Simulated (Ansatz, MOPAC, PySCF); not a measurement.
Species: C$_{4}$H$_{9}$O, charge 0, multiplicity 2. SMILES: C(C)(C)O[CH2]
Structure (B3LYP-D3(BJ)/def2-TZVP (Ansatz, a first-principles code) minimum search):
```xyz
14

C     -0.0533     1.5629     0.2198
C     -0.4098     0.0848     0.2593
C     -1.7178    -0.2287    -0.4400
O      0.6073    -0.6907    -0.3997
C      1.7538    -0.8813     0.2902
H      0.9124     1.7403     0.6935
H     -0.8098     2.1496     0.7440
H      0.0008     1.9095    -0.8139
H     -0.4591    -0.2531     1.3023
H     -1.6641     0.0657    -1.4896
H     -1.9352    -1.2957    -0.3915
H     -2.5378     0.3162     0.0299
H      2.4804    -1.4899    -0.2260
H      1.7165    -0.8427     1.3739
```
Charge 0, spin multiplicity 2.

Quantity: size of the dipole moment, in D. Set-up: non-relativistic; six Cartesian d functions in 6-31G* and its kin unless marked 5d; UHF or UKS for open shells; no spin-orbit coupling; LANL2DZ all-electron up to Ne; 6-311+G** with 5d; dispersion terms only where a functional's name holds one. First-principles rows: single points at B3LYP-D3(BJ) geometries (Ansatz). Semi-empirical rows: dipoles at the shared geometry.

```tsv
level	program	size of the dipole moment (D)
PM3	MOPAC	1.27
PBE/LANL2DZ	Ansatz	1.75
PBE/6-31G*	Ansatz	1.30
PBE/def2-SVP	Ansatz	1.35
PBE/6-311+G**	Ansatz	1.53
B3LYP/3-21G	Ansatz	1.43
B3LYP/6-31G*	Ansatz	1.32
B3LYP/6-31+G*	Ansatz	1.55
B3PW91/6-31G* (5d)	PySCF	1.33
```

No value to compare with is used here. The 9 habitual levels span 1.27 (PM3) to 1.75 D (PBE/LANL2DZ).

The levels are drawn from those run, B3LYP/6-31G* more often than the rest, none by its result; runs whose electronic state is in doubt are left out.
